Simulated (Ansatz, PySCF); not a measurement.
Molecule: AlBr, net charge 0, singlet state. 
Geometry from a B3LYP-D3(BJ)/def2-TZVP (Ansatz, an electronic-structure program) optimisation:
```
Al
Br 1 2.3363
```
Charge 0, spin multiplicity 1.

Total electronic energies in hartree. Correlated levels leave the core frozen unless marked. Spin-orbit coupling is left out. The frozen core is the preceding noble-gas configuration, with the filled d and f shells of earlier blocks. No relativistic terms. CBS(X,Y): correlation extrapolated as X^-3; Hartree-Fock from the larger set. The bracket is a focal-point correction in the basis named.

```csv
level,program,energy (Eh)
HF/6-31G*,Ansatz,-2814.07304
TPSS-D4/def2-TZVPD,PySCF + dftd4,-2816.56864
wB97X-V/def2-TZVPD,Ansatz,-2816.36191
B2GP-PLYP-D4/def2-TZVPD,Ansatz + dftd4,-2815.92377
B2PLYP-D3(BJ)/def2-TZVPD,Ansatz + dftd3,-2816.11326
CCSD(T)/STO-3G,Ansatz,-2783.75830
"RI-MP2/CBS(def2-TZVPPD,def2-QZVPPD)+[CCSD(T)-MP2]/def2-TZVPPD",Ansatz,-2814.7424
"RI-MP2/CBS(def2-TZVPP,def2-QZVPP)+[CCSD(T)-MP2]/def2-QZVPP",Ansatz,-2814.7422
"CCSD(T)/CBS(def2-TZVPPD,def2-QZVPPD)",Ansatz,-2814.7421
```

Totals of different functionals don't rank their quality; only differences between species are comparable.
